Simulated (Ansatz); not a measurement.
Consider the redistribution: `N[SiH](N)N` + `F[Si]Cl` → `N[Si](N)(N)Cl` + `F[SiH]`.

Computed with Ansatz on PBE0-D4/def2-TZVP structures; ΔE is electronic, products minus reactants. CCSD(T)/CBS adds triple-zeta CCSD(T) − MP2 to the extrapolated MP2 energy (def2 sets, frozen cores). This one scheme is used for every species. Functionals use def2-TZVPP. B3LYP here is the variant with VWN-RPA as its local correlation; programs differ in this. HSE06 is defined as in plane-wave codes. Each species was taken in one conformer, which may not be the lowest.

```
         level  ΔE (kJ/mol)  difference from CCSD(T)/CBS
        PBE-D4         56.1                          7.0
       BLYP-D4         54.4                          5.3
     r2SCAN-D4         54.3                          5.2
        B97M-V         49.1                          0.0
      B3LYP-D4         50.7                          1.6
      HSE06-D4         50.6                          1.5
  CAM-B3LYP-D4         49.3                          0.2
       ωB97M-V         50.8                          1.7
        r2SCAN         55.4                          6.3
CCSD/CBS(def2)         46.7                         -2.4
   CCSD(T)/CBS         49.1                            0
```

Q: What do rigid-rotor, harmonic-oscillator terms from PBE0-D4/def2-TZVP frequencies (298.15 K, 1 bar) make of the CCSD(T)/CBS value? (Best estimate.)

A: Ansatz gave: ΔZPE = -7.4 kJ/mol, ΔH = +45.0 kJ/mol, ΔS = 15 J/(mol·K), ΔG = +40.5 kJ/mol. Modes under 50 cm⁻¹ make the entropy rough.

Largest T1 diagnostic among the species: 0.015.

From PBE to PBE0 (25 % exact exchange), in def2-TZVPP and without D4, ΔE moves by −6.3 kJ/mol. At CCSD(T), def2-SVP lies −4.8 kJ/mol from the extrapolated value and def2-TZVPP −0.3 kJ/mol. In def2-TZVPP, CCSD(T) changes the Hartree–Fock value by +7.3 kJ/mol (the triples alone add +2.4 kJ/mol) and MP2 by +9.7 kJ/mol.
